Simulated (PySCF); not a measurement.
**Spin states and ions at one geometry of [La(H2O)]3+**

PySCF 2.14.0, RKS r2SCAN, La def2-SVP with ECP46, O def2-SVP, H def2-SVP; non-relativistic Hamiltonian with scalar-relativistic core potentials where named; density fitting; no spin-orbit coupling; singlets restricted, open shells unrestricted. The geometry is relaxed for charge +3, singlet, vacuum:

```xyz
4

La    0.0000    0.0000   -0.1584
O     0.0000    0.0000    2.1862
H     0.7775    0.0000    2.8133
H    -0.7775    0.0000    2.8133
```

Energies count from the relaxed state; an electron taken off or put on is at rest in vacuum. Charges and spins are Mulliken's.

**Question.** Order these states by energy, lowest first.
A. charge +3, singlet, vacuum
B. charge +2, doublet, vacuum
C. charge +4, doublet, vacuum
D. charge +3, triplet, vacuum

**Answer.** B (-17.19 eV), A (0.00 eV), D (7.31 eV), C (30.17 eV).

**Question.** How do charge and spin on the first atom follow?

**Answer.** 
```
                     state  spin squared  charge on La1 (e)  spin on La1 (e)  dipole about the centre of mass (D)
charge +3, singlet, vacuum          0.00               2.58             0.00                                 2.44
charge +3, triplet, vacuum          2.01               1.90             0.99                                10.86
charge +4, doublet, vacuum          0.75               2.85             0.00                                10.32
charge +2, doublet, vacuum          0.75               1.70             1.01                                 2.56
```

With an electron taken off (doublet) the charges change, summed by element, by La +0.27 e, O +0.55 e, H +0.19 e. The vertical ionisation energy is 30.17 eV, against −ε(HOMO) = 25.65 eV of the relaxed state. The level lies 4.5 eV too high, as is usual for semilocal functionals and global hybrids, which keep a self-interaction error.

With an electron put on (doublet) the charges change, summed by element, by La -0.88 e, O -0.03 e, H -0.09 e. The vertical electron affinity is 17.19 eV, against −ε(LUMO) = 20.11 eV of the relaxed state.

Open shells may have lower solutions than those found.

No frequency check is given that shows the relaxed geometry to be a minimum.
